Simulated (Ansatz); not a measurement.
`C=[CH][GaH][Cl]` + GeH₄ → `C=[CH][GaH][GeH3]` + HCl at 400 K and 1 bar (formal exchange of groups at a Ga–Cl bond).

Computed with Ansatz on PBE0-D4/def2-TZVP structures; ΔE is electronic, products minus reactants. CCSD(T)/CBS adds triple-zeta CCSD(T) − MP2 to the extrapolated MP2 energy (def2 sets, frozen cores). This one scheme is used for every species. For Ga, Ge outer-core shells are correlated without core-valence functions, which leaves a few kJ/mol of doubt a bond. Scalar relativity is left out up to krypton. One conformer a species, not always the lowest.

```json
{"species": "`C=[CH][GaH][Cl]`", "CCSD(T)/CBS energy (Eh)": "-2462.25636", "H − E (kJ/mol)": "159.2", "S (J/(mol·K))": "362.7"}
{"species": "GeH₄", "CCSD(T)/CBS energy (Eh)": "-2078.49493", "H − E (kJ/mol)": "93.6", "S (J/(mol·K))": "231.8"}
{"species": "`C=[CH][GaH][GeH3]`", "CCSD(T)/CBS energy (Eh)": "-4080.33471", "H − E (kJ/mol)": "224.3", "S (J/(mol·K))": "417.2"}
{"species": "HCl", "CCSD(T)/CBS energy (Eh)": "-460.38127", "H − E (kJ/mol)": "29.6", "S (J/(mol·K))": "195.4"}
```

H − E and S are ideal-gas, rigid-rotor, harmonic terms from PBE0-D4/def2-TZVP, for one conformer and one mirror image of each species. 1 Eh = 2625.50 kJ/mol, R = 8.31446 J/(mol·K).

Task: By hand: ΔE, ΔH, ΔS and ΔG.

Result: ΔE = (-4080.33471) + (-460.38127) − (-2462.25636) − (-2078.49493) = 0.03531 Eh = 92.7 kJ/mol. Δ(H − E) = 224.3 + 29.6 − 159.2 − 93.6 = 1.1, so ΔH = 93.8 kJ/mol. ΔS = 417.2 + 195.4 − 362.7 − 231.8 = 18.1 J/(mol·K). ΔG = 93.8 − 400 × (18.1)/1000 = 86.6 kJ/mol.

Task: By hand: the equilibrium constant, and the temperature at which ΔG would vanish if ΔH and ΔS stayed fixed.

Result: log₁₀ K = −ΔG/(RT ln 10) = -11.3. ΔG = 0 at ΔH/ΔS = 5182 K, far beyond where these terms or the molecules hold.

ΔH outweighs TΔS. A doubt of 5 kJ/mol in ΔE shifts log₁₀ K by 0.7 here. Other conformers and mirror images would add mixing entropy, several J/(mol·K) or more a flexible species. Modes under 60 cm⁻¹, often nearly free rotors, make the harmonic entropy too high. These are equilibria of isolated gas molecules and say nothing of rates. Largest T1 diagnostic: 0.013 (customary marks: 0.02 for closed shells, 0.045 for open ones).
